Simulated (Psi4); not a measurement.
Input for Psi4: SAPT0/jun-cc-pV(D+d)Z on C3H8 (a complex), monomers drawn apart or pushed together.

```
memory 8100 MB

molecule dimer {
0 1
C     0.01115426   -0.01386974   -0.44916871
H     0.57465502    0.14076704    0.46940554
H     0.58796746    0.34760544   -1.29957537
H    -0.19266256   -1.07662218   -0.57515471
H    -0.93059133    0.53087423   -0.39220906
--
0 1
C    -0.51989257    0.01717617    2.95603298
C     0.50581928    0.00248013    3.79406733
H    -0.91025950   -0.89234748    2.51606807
H    -1.01065804    0.94005177    2.67171913
H     0.89672843    0.91286578    4.23230805
H     0.99715908   -0.92068904    4.07688450
units angstrom
symmetry c1
no_reorient
no_com
}

set {
  basis jun-cc-pV(D+d)Z
  scf_type df
  freeze_core true
}

energy('sapt0')
```

Output:

```
[...]
==> Input File <==

--------------------------------------------------------------------------
memory 8100 MB

molecule dimer {
0 1
C     0.01115426   -0.01386974   -0.44916871
H     0.57465502    0.14076704    0.46940554
H     0.58796746    0.34760544   -1.29957537
H    -0.19266256   -1.07662218   -0.57515471
H    -0.93059133    0.53087423   -0.39220906
--
0 1
C    -0.51989257    0.01717617    2.95603298
C     0.50581928    0.00248013    3.79406733
H    -0.91025950   -0.89234748    2.51606807
H    -1.01065804    0.94005177    2.67171913
H     0.89672843    0.91286578    4.23230805
H     0.99715908   -0.92068904    4.07688450
units angstrom
symmetry c1
no_reorient
no_com
}

set {
  basis jun-cc-pV(D+d)Z
  scf_type df
  freeze_core true
}

energy('sapt0')
--------------------------------------------------------------------------


   => Loading Basis Set <=

    Name: JUN-CC-PV(D+D)Z
    Role: ORBITAL
    Keyword: BASIS
    atoms 1, 6-7    entry C          line   188 file jun-cc-pv_dpd_z.gbs
    atoms 2-5, 8-11 entry H          line    60 file jun-cc-pv_dpd_z.gbs

   => Loading Basis Set <=

    Name: JUN-CC-PV(D+D)Z
    Role: ORBITAL
    Keyword: BASIS
    atoms 1, 6-7    entry C          line   188 file jun-cc-pv_dpd_z.gbs
    atoms 2-5, 8-11 entry H          line    60 file jun-cc-pv_dpd_z.gbs


  //>>>>>>>>>>>>>>>>>>>>>>>>>>>>>>>>>>>//
  //              Dimer HF             //
  //<<<<<<<<<<<<<<<<<<<<<<<<<<<<<<<<<<<//

   => Libint2 <=

    Primary   basis highest AM E, G, H:  7, 6, 3
    Auxiliary basis highest AM E, G, H:  7, 7, 4
    Onebody   basis highest AM E, G, H:  -, -, -
    Solid Harmonics ordering:            Gaussian


   => Loading Basis Set <=

    Name: JUN-CC-PV(D+D)Z
    Role: ORBITAL
    Keyword: BASIS
    atoms 1, 6-7    entry C          line   188 file jun-cc-pv_dpd_z.gbs
    atoms 2-5, 8-11 entry H          line    60 file jun-cc-pv_dpd_z.gbs


         ---------------------------------------------------------
                                   SCF
               by Justin Turney, Rob Parrish, Andy Simmonett
                          and Daniel G. A. Smith
                              RHF Reference
                        4 Threads,   7724 MiB Core
         ---------------------------------------------------------

  ==> Geometry <==

    Molecular point group: c1
    Full point group: C1

    Geometry (in Angstrom), charge = 0, multiplicity = 1:

       Center              X                  Y                   Z               Mass
    ------------   -----------------  -----------------  -----------------  -----------------
         C            0.011154260000    -0.013869740000    -0.449168710000    12.000000000000
         H            0.574655020000     0.140767040000     0.469405540000     1.007825032230
         H            0.587967460000     0.347605440000    -1.299575370000     1.007825032230
         H           -0.192662560000    -1.076622180000    -0.575154710000     1.007825032230
         H           -0.930591330000     0.530874230000    -0.392209060000     1.007825032230
         C           -0.519892570000     0.017176170000     2.956032980000    12.000000000000
         C            0.505819280000     0.002480130000     3.794067330000    12.000000000000
         H           -0.910259500000    -0.892347480000     2.516068070000     1.007825032230
         H           -1.010658040000     0.940051770000     2.671719130000     1.007825032230
         H            0.896728430000     0.912865780000     4.232308050000     1.007825032230
         H            0.997159080000    -0.920689040000     4.076884500000     1.007825032230

  Running in c1 symmetry.

  Rotational constants: A =      1.02823  B =      0.05018  C =      0.04923 [cm^-1]
  Rotational constants: A =  30825.41117  B =   1504.34324  C =   1475.91857 [MHz]
  Nuclear repulsion =   68.962906999894670

  Charge       = 0
  Multiplicity = 1
  Electrons    = 26
  Nalpha       = 13
  Nbeta        = 13

  ==> Algorithm <==

  SCF Algorithm Type is DF.
  DIIS enabled.
  MOM disabled.
  Fractional occupation disabled.
  Guess Type is SAD.
  Energy threshold   = 1.00e-08
  Density threshold  = 1.00e-08
  Integral threshold = 1.00e-12

  ==> Primary Basis <==

  Basis Set: JUN-CC-PV(D+D)Z
    Blend: JUN-CC-PV(D+D)Z
    Number of shells: 48
    Number of basis functions: 94
    Number of Cartesian functions: 97
    Spherical Harmonics?: true
    Max angular momentum: 2

   => Loading Basis Set <=

    Name: (JUN-CC-PV(D+D)Z AUX)
    Role: JKFIT
    Keyword: DF_BASIS_SCF
    atoms 1, 6-7    entry C          line   146 file jun-cc-pvdz-jkfit.gbs
    atoms 2-5, 8-11 entry H          line    70 file jun-cc-pvdz-jkfit.gbs

  ==> Integral Setup <==

  DFHelper Memory: AOs need 0.030 GiB; user supplied 5.658 GiB.
  SCF_SUBTYPE=INCORE selected. In-core MEM_DF algorithm will be used.
  Using in-core AOs.

  ==> MemDFJK: Density-Fitted J/K Matrices <==

    J tasked:                   Yes
    K tasked:                   Ye
[...]
A      2.426943
      78A      2.492419    79A      2.533080    80A      2.686722
      81A      2.737077    82A      2.746234    83A      2.749915
      84A      2.769416    85A      2.832774    86A      3.011905
      87A      3.023558    88A      3.166218    89A      3.409883
      90A      3.553502    91A      5.044568    92A      5.053075
      93A      5.059088    94A     18.438586

    Final Occupation by Irrep:
              A
    DOCC [     8 ]
    NA   [     8 ]
    NB   [     8 ]

  @DF-RHF Final Energy:   -78.04195492184893

   => Energetics <=

    Nuclear Repulsion Energy =             33.4821304759386464
    One-Electron Energy =                -170.1958870056277533
    Two-Electron Energy =                  58.6718016078401732
    Total Energy =                        -78.0419549218489408

Computation Completed


Properties will be evaluated at   0.000000,   0.000000,   0.000000 [a0]

Properties computed using the SCF density matrix


 Multipole Moments:

 ------------------------------------------------------------------------------------
     Multipole            Electronic (a.u.)      Nuclear  (a.u.)        Total (a.u.)
 ------------------------------------------------------------------------------------

 L = 1.  Multiply by 2.5417464519 to convert [e a0] to [Debye]
 Dipole X            :          0.2122567           -0.2106473            0.0016094
 Dipole Y            :         -0.2989303            0.2982344           -0.0006959
 Dipole Z            :       -102.0424243          102.0406407           -0.0017836
 Magnitude           :                                                    0.0025011

 ------------------------------------------------------------------------------------

  Constructing Basis Sets for SAPT...

   => Loading Basis Set <=

    Name: (JUN-CC-PV(D+D)Z AUX)
    Role: RIFIT
    Keyword: DF_BASIS_SAPT
    atoms 1, 6-7    entry C          line   100 file jun-cc-pvdz-ri.gbs
    atoms 2-5, 8-11 entry H          line    30 file jun-cc-pvdz-ri.gbs

   => Loading Basis Set <=

    Name: (JUN-CC-PV(D+D)Z AUX)
    Role: JKFIT
    Keyword: DF_BASIS_ELST
    atoms 1, 6-7    entry C          line   146 file jun-cc-pvdz-jkfit.gbs
    atoms 2-5, 8-11 entry H          line    70 file jun-cc-pvdz-jkfit.gbs


  //>>>>>>>>>>>>>>>>>>>>>>>>>>>>>>>>>>>//
  //               SAPT0               //
  //<<<<<<<<<<<<<<<<<<<<<<<<<<<<<<<<<<<//



        SAPT0
    Ed Hohenstein
     6 June 2009

      Orbital Information
  --------------------------
    NSO        =        94
    NMO        =        94
    NRI        =       307
    NRI (Elst) =       421
    NOCC A     =         5
    NOCC B     =         8
    FOCC A     =         1
    FOCC B     =         2
    NVIR A     =        89
    NVIR B     =        86

    Elst10,r            =    -0.001573845206 [Eh]
    Exch10              =     0.004192184795 [Eh]
    Exch10 (S^2)        =     0.004175471193 [Eh]

    Maxiter = 50
    CPHF R converge = 1.000000E-08

    Iter     Energy [mEh]          dE [mEh]         Residual      Time [s]
       1      -0.28172060       0.281720603     2.194344e-03             0
       2      -0.34044043       0.058719822     2.806164e-04             0
       3      -0.33997836      -0.000462069     7.355566e-05             0
       4      -0.33966979      -0.000308568     1.921592e-05             0
       5      -0.33968523       0.000015444     3.450349e-06             0
       6      -0.33970313       0.000017900     4.754350e-07             0
       7      -0.33970082      -0.000002315     6.109983e-08             0
       8      -0.33970099       0.000000174     7.958485e-09             0

    CHF Iterations converged

    Maxiter = 50
    CPHF R converge = 1.000000E-08

    Iter     Energy [mEh]          dE [mEh]         Residual      Time [s]
       1      -0.42364758       0.423647576     2.717193e-03             0
       2      -0.53261215       0.108964572     5.128725e-04             0
       3      -0.53094764      -0.001664513     1.905249e-04             0
       4      -0.52960967      -0.001337969     4.905103e-05             0
       5      -0.52981404       0.000204377     1.573054e-05             0
       6      -0.52987744       0.000063394     5.634193e-06             0
       7      -0.52985734      -0.000020099     1.525849e-06             0
       8      -0.52985519      -0.000002153     3.436609e-07             0
       9      -0.52985667       0.000001480     5.456645e-08             0
      10      -0.52985650      -0.000000162     8.397641e-09             0

    CHF Iterations converged

    Ind20,r (A<-B)      =    -0.000339700991 [Eh]
    Ind20,r (B<-A)      =    -0.000529856504 [Eh]
    Ind20,r             =    -0.000869557495 [Eh]
    Exch-Ind20,r (A<-B) =     0.000275220688 [Eh]
    Exch-Ind20,r (B<-A) =     0.000504163097 [Eh]
    Exch-Ind20,r        =     0.000779383785 [Eh]
    Disp20              =    -0.002235471550 [Eh]
    Disp20 (SS)         =    -0.001117735775 [Eh]
    Disp20 (OS)         =    -0.001117735775 [Eh]
    Exch-Disp20         =     0.000304719485 [Eh]
    Exch-Disp20 (SS)    =     0.000175655205 [Eh]
    Exch-Disp20 (OS)    =     0.000129064280 [Eh]

    SAPT Results
  --------------------------------------------------------------------------------------------------------
    Electrostatics                 -1.57384521 [mEh]      -0.98760278 [kcal/mol]      -4.13213002 [kJ/mol]
      Elst10,r                     -1.57384521 [mEh]      -0.98760278 [kcal/mol]      -4.13213002 [kJ/mol]

    Exchange                        4.19218479 [mEh]       2.63063567 [kcal/mol]      11.00657966 [kJ/mol]
      Exch10                        4.19218479 [mEh]       2.63063567 [kcal/mol]      11.00657966 [kJ/mol]
      Exch10(S^2)                   4.17547119 [mEh]       2.62014773 [kcal/mol]      10.96269811 [kJ/mol]

    Induction                      -0.43222769 [mEh]      -0.27122697 [kcal/mol]      -1.13481366 [kJ/mol]
      Ind20,r                      -0.86955749 [mEh]      -0.54565557 [kcal/mol]      -2.28302289 [kJ/mol]
      Exch-Ind20,r                  0.77938379 [mEh]       0.48907071 [kcal/mol]       2.04627185 [kJ/mol]
      delta HF,r (2)               -0.34205398 [mEh]      -0.21464212 [kcal/mol]      -0.89806261 [kJ/mol]

    Dispersion                     -1.93075206 [mEh]      -1.21156521 [kcal/mol]      -5.06918885 [kJ/mol]
      Disp20                       -2.23547155 [mEh]      -1.40277958 [kcal/mol]      -5.86922975 [kJ/mol]
      Exch-Disp20                   0.30471948 [mEh]       0.19121436 [kcal/mol]       0.80004090 [kJ/mol]
      Disp20 (SS)                  -1.11773577 [mEh]      -0.70138979 [kcal/mol]      -2.93461487 [kJ/mol]
      Disp20 (OS)                  -1.11773577 [mEh]      -0.70138979 [kcal/mol]      -2.93461487 [kJ/mol]
      Exch-Disp20 (SS)              0.17565521 [mEh]       0.11022531 [kcal/mol]       0.46118268 [kJ/mol]
      Exch-Disp20 (OS)              0.12906428 [mEh]       0.08098906 [kcal/mol]       0.33885822 [kJ/mol]

  Total HF                          2.18611189 [mEh]       1.37180592 [kcal/mol]       5.73963599 [kJ/mol]
  Total SAPT0                       0.25535983 [mEh]       0.16024071 [kcal/mol]       0.67044714 [kJ/mol]

  Special recipe for scaled SAPT0 (see Manual):
    Electrostatics sSAPT0          -1.57384521 [mEh]      -0.98760278 [kcal/mol]      -4.13213002 [kJ/mol]
    Exchange sSAPT0                 4.19218479 [mEh]       2.63063567 [kcal/mol]      11.00657966 [kJ/mol]
    Induction sSAPT0               -0.42283101 [mEh]      -0.26533047 [kcal/mol]      -1.11014268 [kJ/mol]
    Dispersion sSAPT0              -1.92707820 [mEh]      -1.20925983 [kcal/mol]      -5.05954311 [kJ/mol]
  Total sSAPT0                      0.26843037 [mEh]       0.16844260 [kcal/mol]       0.70476385 [kJ/mol]
  --------------------------------------------------------------------------------------------------------



*** Psi4 exiting successfully. Buy a developer a beer!
```

The run finished.

Cost: very roughly 8 core-seconds.
